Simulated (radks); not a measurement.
Initial-state core-level shifts of neutral titanium when its valence configuration changes from [Ar] 3d2 4s2. Calculated with a radial shooting solver on a logarithmic mesh with Libxc functionals: scalar-relativistic Kohn-Sham, r2SCAN, spin-unpolarised, spherical densities, finite nucleus; meta-GGA in the generalised Kohn-Sham scheme; Fermi nuclear charge, rms radius 3.5921 fm. Shifts are changes of the shell-averaged eigenvalues in eV (positive: less bound); the change of the density at the nucleus, which sets a Mossbauer isomer shift, is in e/bohr^3, on a base of 8536.

valence               1s       2s       3s       3p  density at nucleus
3d2.5 4s1.5       +1.880   +2.206   +1.917   +1.818             -2.5361
3d1.5 4s1.5 4p1   -3.788   -4.143   -3.713   -3.584             -0.2865
3d0.5 4s1.5 4p2  -11.046  -12.434  -10.484  -10.037             +3.1417
3d1.5 4s0.5 4p2   -5.122   -5.429   -5.005   -4.868             -3.7988
3d3 4s1           +3.211   +3.780   +3.329   +3.157             -4.4870
3d4               +4.512   +5.424   +4.818   +4.551             -7.4856
3d1 4s1.5 4p1.5   -7.256   -8.088   -7.004   -6.723             +1.3004
4s2 4p2          -14.485  -16.499  -13.501  -12.887             +7.5868
3d2 4s1 4p1       -1.395   -1.327   -1.367   -1.367             -3.1487
